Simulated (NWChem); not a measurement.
System: HfH3I; SMILES [I][HfH3]

Excerpt of the output:

```
             Northwest Computational Chemistry Package (NWChem) 7.3.0
             --------------------------------------------------------

                             Geometry "geometry" -> ""
                             -------------------------

 Output coordinates in angstroms (scale by  1.889725989 to convert to a.u.)

  No.       Tag          Charge          X              Y              Z
 ---- ---------------- ---------- -------------- -------------- --------------
    1 Hf                  72.0000     0.00000000     0.00000000    -1.00375400
    2 I                   53.0000     0.00000000     0.00000000     1.69590400
    3 H                    1.0000    -1.00947200     1.38941100    -1.65306600
    4 H                    1.0000     1.70800200     0.17952300    -1.65306600
    5 H                    1.0000    -0.69852900    -1.56893400    -1.65306600

 Effective nuclear repulsion energy (a.u.)     833.1422217542

 Summary of "ao basis" -> "ao basis" (spherical)
 ------------------------------------------------------------------------------
       Tag                 Description            Shells   Functions and Types
 ---------------- ------------------------------  ------  ---------------------
 Hf                         def2-svp                12       32   6s3p2d1f
 I                          def2-svp                10       26   4s4p2d
 H                          def2-svp                 3        5   2s1p

            General Information
            -------------------
          SCF calculation type: DFT
          Wavefunction type:  closed shell.
          No. of atoms     :     5
          No. of electrons :    40
           Alpha electrons :    20
            Beta electrons :    20
          Charge           :     0
          Spin multiplicity:     1
          Use of symmetry is: off; symmetry adaption is: off
          Maximum number of iterations: 150
          AO basis - number of functions:    73
                     number of shells:    31
          Convergence on energy requested:  1.00D-06
          Convergence on density requested:  1.00D-05
          Convergence on gradient requested:  5.00D-04

              XC Information
              --------------
          PerdewBurkeErnzerhof Exchange Functional  1.000
            Perdew 1991 LDA Correlation Functional  1.000 local
           PerdewBurkeErnz. Correlation Functional  1.000 non-local

             Grid Information
             ----------------
          Grid used for XC integration:  medium
          Radial quadrature: Mura-Knowles
          Angular quadrature: Lebedev.
          Tag              B.-S. Rad. Rad. Pts. Rad. Cut. Ang. Pts.
          ---              ---------- --------- --------- ---------
          Hf                  1.55      123          10.0       590
          I                   1.40      123          11.0       590
          H                   0.35       45          11.0       434
          Grid pruning is: on
          Number of quadrature shells:   381
          Spatial weights used:  Erf1

      Superposition of Atomic Density Guess
      -------------------------------------

 Sum of atomic energies:        -400.56319719

      Non-variational initial energy
      ------------------------------

 Total energy =    -345.273072
 1-e energy   =    -757.373242
 2-e energy   =     331.840709
 HOMO         =      -0.313144
 LUMO         =       0.010524

[...]

                                NWChem TDDFT Module
                                -------------------

            General Information
            -------------------
           No. of orbitals :     146
            Alpha orbitals :      73
             Beta orbitals :      73
        Alpha frozen cores :       0
         Beta frozen cores :       0
     Alpha frozen virtuals :       0
      Beta frozen virtuals :       0
         Spin multiplicity :       1
    Number of AO functions :      73
        Use of symmetry is : off
      Symmetry adaption is : off
         Schwarz screening :  0.10D-07

              XC Information
              --------------
   PerdewBurkeErnzerhof Exchange Functional   1.00
     Perdew 1991 LDA Correlation Functional   1.00 local
    PerdewBurkeErnz. Correlation Functional   1.00 non-local

             TDDFT Information
             -----------------
          Calculation type : Tamm-Dancoff TDDFT
         Wavefunction type : Restricted singlets & triplets
          No. of electrons :      40
           Alpha electrons :      20
            Beta electrons :      20
              No. of roots :       8
          Max subspacesize :    5600
            Max iterations :     100
               Target root :       1
           Target symmetry : none
      Symmetry restriction : off
                 Algorithm : Optimal
        Davidson threshold :  0.10D-03

    8 smallest eigenvalue differences (eV)
--------------------------------------------------------
  No. Spin  Occ  Vir  Irrep   E(Occ)    E(Vir)   E(Diff)
--------------------------------------------------------
    1    1   20   21 a        -0.262    -0.119     3.869
    2    1   19   21 a        -0.262    -0.119     3.869
    3    1   20   22 a        -0.262    -0.119     3.869
    4    1   19   22 a        -0.262    -0.119     3.869
    5    1   18   21 a        -0.272    -0.119     4.157
    6    1   17   21 a        -0.272    -0.119     4.157
    7    1   18   22 a        -0.272    -0.119     4.157
    8    1   17   22 a        -0.272    -0.119     4.157
--------------------------------------------------------

  Entering Davidson iterations
  Restricted singlet excited states

  Iter   NTrls   NConv    DeltaV     DeltaE      Time
  ----  ------  ------  ---------  ---------  ---------
    1      8       0     0.13E+00   0.10+100        5.1
    2     16       0     0.51E-01   0.27E-01        5.3
    3     24       2     0.13E-01   0.94E-02        6.7
    4     30       2     0.43E-02   0.41E-03        6.5
    5     36       6     0.46E-03   0.17E-04        5.7
    6     38       8     0.78E-04   0.17E-06        4.0
  ----  ------  ------  ---------  ---------  ---------
  Convergence criterion met

  Ground state a        -347.500102664115 a.u.

  ----------------------------------------------------------------------------
  Root   1 singlet a              0.142311498 a.u.                3.8725 eV
  ----------------------------------------------------------------------------
     Transition Moments    X  0.00000   Y -0.00000   Z -0.00000
     Dipole Oscillator Strength                    0.0000000000
     Electric Quadrupole                           0.0000000000
     Magnetic Dipole                               0.0000035896
     Total Oscillator Strength                     0.0000035896

     Occ.   19  a   ---  Virt.   21  a       -0.70687
     Occ.   20  a   ---  Virt.   22  a       -0.70687
  ----------------------------------------------------------------------------
  Root   2 singlet a              0.144728700 a.u.                3.9383 eV
  ----------------------------------------------------------------------------
     Transition Moments    X  0.17391   Y  0.01679   Z  0.00001
     Dipole Oscillator Strength                    0.0029454124
     Electric Quadrupole                           0.0000000127
     Magnetic Dipole                               0.0000008018
     Total Oscillator Strength                     0.0029462269

     Occ.   16  a   ---  Virt.   21  a        0.08327
     Occ.   19  a   ---  Virt.   21  a        0.56872
     Occ.   19  a   ---  Virt.   22  a        0.40824
     Occ.   20  a   ---  Virt.   21  a        0.40825
     Occ.   20  a   ---  Virt.   22  a       -0.56873
     Occ.   20  a   ---  Virt.   23  a       -0.07706
  ----------------------------------------------------------------------------
  Root   3 singlet a              0.144728752 a.u.                3.9383 eV
  ----------------------------------------------------------------------------
     Transition Moments    X  0.01678   Y -0.17391   Z -0.00000
     Dipole Oscillator Strength                    0.0029453080
     Electric Quadrupole                           0.0000000127
     Magnetic Dipole                               0.0000008017
     Total Oscillator Strength                     0.0029461225

     Occ.   16  a   ---  Virt.   22  a        0.08327
     Occ.   19  a   ---  Virt.   21  a        0.40825
     Occ.   19  a   ---  Virt.   22  a       -0.56871
     Occ.   19  a   ---  Virt.   23  a        0.07707
     Occ.   20  a   ---  Virt.   21  a       -0.56873
     Occ.   20  a   ---  Virt.   22  a       -0.40824
  ----------------------------------------------------------------------------
  Root   4 singlet a              0.151599844 a.u.                4.1252 eV
  ----------------------------------------------------------------------------
     Transition Moments    X -0.00000   Y -0.00000   Z -0.00001
     Dipole Oscillator Strength                    0.0000000000
     Electric Quadrupole                           0.0000000000
     Magnetic Dipole                               0.0000031720
     Total Oscillator Strength                     0.0000031720

[...]
```

Level: PBE/def2-SVP with def2 effective core potentials on I, Hf, TDA. All runs use the structure optimised with PBE0/def2-SVP. def2 effective core potentials on I, Hf; no spin-orbit coupling.

Problem. Reconstruct the input file.

Solution. This is not unique; one that fits is the input that was run:
```
start job
memory heap 200 mb stack 900 mb global 1100 mb
geometry units angstroms noautosym nocenter noautoz
  Hf     0.000000     0.000000    -1.003754
  I      0.000000     0.000000     1.695904
  H     -1.009472     1.389411    -1.653066
  H      1.708002     0.179523    -1.653066
  H     -0.698529    -1.568934    -1.653066
end
basis spherical
  * library def2-svp
end
ecp
  I library def2-ecp
  Hf library def2-ecp
end
dft
  xc xpbe96 cpbe96
  iterations 150
end
tddft
  cis
  nroots 8
end
task tddft energy
```
